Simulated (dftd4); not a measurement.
C$_{6}$H$_{12}$O$_{3}$, singlet, at a GFN2-xTB geometry; D4 for bp86 in dftd4 4.2.0.

The dftd4 input:
```
$ dftd4 mol.xyz --func bp86 --charge 0 --json dftd4.json --noedisp --grad

# file mol.xyz
21

C      3.38990276     0.87294801     0.44839550
O      2.04855788     1.02998237     0.05700842
C      1.63168586     0.07807959    -0.87544507
O      0.23916542     0.15728709    -1.00137494
C     -0.49635496    -0.51139740    -0.08203748
O     -0.02490052    -1.24714046     0.73772993
C     -1.96376934    -0.17907530    -0.24195578
C     -2.82865669    -1.37264345     0.14881617
C     -2.24567507     1.03163580     0.65498727
H      4.06785597     0.98552259    -0.40607488
H      3.58599618     1.65648419     1.17625281
H      3.55402065    -0.10839673     0.90827248
H      2.04512057     0.28811705    -1.87474864
H      1.92434223    -0.93677628    -0.55124780
H     -2.13556096     0.10067483    -1.28462047
H     -3.88036344    -1.09922744     0.12266588
H     -2.66648475    -2.20385408    -0.53308936
H     -2.57246037    -1.69938729     1.15333715
H     -1.60753743     1.86696159     0.37740491
H     -3.28514590     1.33435644     0.55330425
H     -2.05516016     0.77720940     1.69507241
```

Task: Predict the main parts of the log of this dftd4 run.

Result: 
```
                    ____  _____ _____     ____  _  _
      -------------|  _ \|  ___|_   _|---|  _ \| || |------------
     |             | | | | |_    | | ___ | | | | || |_           |
     |             | |_| |  _|   | ||___|| |_| |__   _|          |
     |             |____/|_|     |_|     |____/   |_|            |
     |             ===================================           |
     |            E. Caldeweyher, S. Ehlert & S. Grimme          |
     |          Mulliken Center for Theoretical Chemistry        |
     |                    University of Bonn                     |
      -----------------------------------------------------------

Rational (Becke-Johnson) damping: bp86-D4-ATM
---------------------
  s6         1.0000
  s8         3.3550
  s9         1.0000
  a1         0.4365
  a2         4.9241
 alp        16.0000
--------------------

Dispersion energy:      -2.1606197138866E-02 Eh

Gradient norm:           1.2612962445739E-03 Eh/a0
--------------------------------------------------
     #    Z           dE/dx      dE/dy      dE/dz
--------------------------------------------------
     1    6 C     4.154E-04  8.711E-05  5.487E-05
     2    8 O     3.625E-04  1.690E-04 -2.607E-05
     3    6 C     4.040E-04 -4.467E-05 -1.456E-04
     4    8 O     1.299E-04  4.924E-06 -3.036E-04
     5    6 C    -3.670E-05 -9.985E-05 -5.051E-05
     6    8 O     7.963E-05 -4.082E-04  1.916E-04
     7    6 C    -3.273E-04 -1.249E-05 -2.589E-05
     8    6 C    -3.712E-04 -2.561E-04  2.612E-05
     9    6 C    -3.705E-04  3.226E-04  1.648E-04
    10    1 H     5.914E-05  3.303E-05  3.248E-05
    11    1 H     6.434E-05  3.326E-05  3.390E-05
    12    1 H     1.040E-04  4.412E-05  4.079E-05
    13    1 H     3.851E-05  2.762E-05 -6.548E-05
    14    1 H     2.704E-05  1.337E-05 -1.813E-05
    15    1 H    -7.542E-05  1.397E-05 -4.283E-05
    16    1 H    -1.048E-04 -5.862E-05 -6.396E-06
    17    1 H    -9.406E-05 -1.044E-04 -2.268E-05
    18    1 H    -6.185E-05 -7.329E-05  2.024E-05
    19    1 H    -9.218E-05  1.346E-04  3.576E-05
    20    1 H    -8.080E-05  9.652E-05  3.013E-05
    21    1 H    -6.962E-05  7.742E-05  7.645E-05
--------------------------------------------------

Virial:
--------------------------------------------------
      component           x          y          z
--------------------------------------------------
          x       1.491E-02  2.114E-03 -9.627E-04
          y       2.114E-03  4.598E-03  2.914E-04
          z      -9.627E-04  2.914E-04  2.200E-03
--------------------------------------------------

[Info] Dispersion results written to 'dftd4.txt'
[Info] JSON dump of results written to 'dftd4.json'
```
